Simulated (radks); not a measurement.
The table gives one normalised radial function P(r) = r R(r) (large component) of Er in [Xe] 4f11.5 5d0.5 6s2 (r in bohr). All-electron calculation, Dirac Kohn-Sham, PBEsol, spin-unpolarised, spherical densities, point nucleus; open shells fill j = l - 1/2 first. Program: a radial shooting solver on a logarithmic mesh with Libxc functionals.

| r | P |
|---|---|
| 0.003468 | 0.0001 |
| 0.00407 | 0.0001 |
| 0.004738 | 0.0002 |
| 0.00556 | 0.0003 |
| 0.006472 | 0.0004 |
| 0.007535 | 0.0007 |
| 0.008842 | 0.0010 |
| 0.01029 | 0.0014 |
| 0.01198 | 0.0021 |
| 0.01406 | 0.0031 |
| 0.01637 | 0.0046 |
| 0.01906 | 0.0066 |
| 0.02237 | 0.0097 |
| 0.02604 | 0.0138 |
| 0.03031 | 0.0195 |
| 0.03557 | 0.0275 |
| 0.04141 | 0.0376 |
| 0.04821 | 0.0504 |
| 0.05657 | 0.0670 |
| 0.06586 | 0.0854 |
| 0.07667 | 0.1052 |
| 0.08998 | 0.1257 |
| 0.1047 | 0.1415 |
| 0.1229 | 0.1497 |
| 0.1431 | 0.1445 |
| 0.1666 | 0.1221 |
| 0.1955 | 0.0772 |
| 0.2276 | 0.0153 |
| 0.2649 | -0.0590 |
| 0.3109 | -0.1383 |
| 0.362 | -0.1987 |
| 0.4214 | -0.2288 |
| 0.4945 | -0.2153 |
| 0.5757 | -0.1563 |
| 0.6702 | -0.0578 |
| 0.7865 | 0.0742 |
| 0.9156 | 0.2095 |
| 1.066 | 0.3377 |
| 1.251 | 0.4503 |
| 1.456 | 0.5267 |
| 1.695 | 0.5697 |
| 1.989 | 0.5803 |
| 2.316 | 0.5631 |
| 2.718 | 0.5246 |
| 3.164 | 0.4756 |
| 3.683 | 0.4178 |
| 4.322 | 0.3495 |
| 5.032 | 0.2804 |
| 5.858 | 0.2123 |
| 6.874 | 0.1485 |
| 8.003 | 0.0992 |
| 9.316 | 0.0616 |
| 10.93 | 0.0339 |
| 12.73 | 0.0173 |

Which n and l does it have? It may be an empty orbital.

Answer. n = 5, l = 2: the number of nodes gives n - l - 1 = 2, the rise at small r points to l (for j = l - 1/2 the large component starts as r^gamma with gamma = sqrt(l^2 - (Z/c)^2) = 1.94 and the r^(l+1) term takes over further out; the orbital of l - 1 with the same j starts with the same power, but with a larger coefficient, and does not steepen), and the extent must fit the shell. The curve is that of 5d3/2; the two j differ most near the nucleus, where j = l - 1/2 has the larger amplitude, and in heavy atoms j = l - 1/2 is also the more compact. 5d3/2: eigenvalue -1.661 eV, 2 radial nodes at r = 0.235, 0.721 bohr, <r> = 3.06 bohr, 90 % of the charge inside 5.21 bohr.
